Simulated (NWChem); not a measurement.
# C4H6; SMILES C#CCC

Program: NWChem. Pople sets run with spherical d functions. Each level has its own optimisation; frequencies are unscaled. Brackets give each atom's bonded neighbours.

| level | r C–C [C(CC)–C(CH)] (Å) | r C–H [C(CH)–H(C)] (Å) | r C–C [C(CC)–C(CCHH)] (Å) | r C–C [C(CCHH)–C(CHHH)] (Å) | highest harmonic frequency (cm⁻¹) | lowest (cm⁻¹) | zero-point energy (kcal/mol) | dipole (D) |
|---|---|---|---|---|---|---|---|---|
| Hartree-Fock/STO-3G | ___ | 1.064 | ___ | 1.546 | ___ | ___ | ___ | ___ |
| Hartree-Fock/3-21G | 1.189 | 1.050 | 1.469 | 1.547 | 3664 | 241 | 57.7 | 0.71 |
| Hartree-Fock/6-31G* | 1.188 | 1.056 | 1.472 | 1.532 | 3663 | 227 | 57.1 | 0.65 |
| B3LYP/6-31G* | 1.208 | 1.066 | 1.464 | 1.540 | 3497 | 204 | 53.3 | 0.68 |
| LDA (Slater exchange, VWN5)/def2-SVP | 1.219 | 1.084 | 1.446 | 1.520 | 3397 | 197 | 51.4 | 0.81 |
| PBE/def2-SVP | 1.223 | 1.081 | 1.463 | 1.538 | 3409 | 196 | 51.5 | 0.79 |
| BLYP/def2-SVP | 1.222 | 1.079 | 1.470 | 1.550 | 3398 | 198 | 51.4 | 0.76 |
| PBE0/def2-SVP | 1.211 | 1.074 | 1.459 | 1.528 | 3491 | 204 | 53.3 | 0.77 |

**Question.** Complete the blanks.

**Answer.** 
- Hartree-Fock/STO-3G, r C–C [C(CC)–C(CH)] (Å): 1.170
- Hartree-Fock/STO-3G, r C–C [C(CC)–C(CCHH)] (Å): 1.489
- Hartree-Fock/STO-3G, highest harmonic frequency (cm⁻¹): 3951
- Hartree-Fock/STO-3G, lowest (cm⁻¹): 232
- Hartree-Fock/STO-3G, zero-point energy (kcal/mol): 63.6
- Hartree-Fock/STO-3G, dipole (D): 0.56
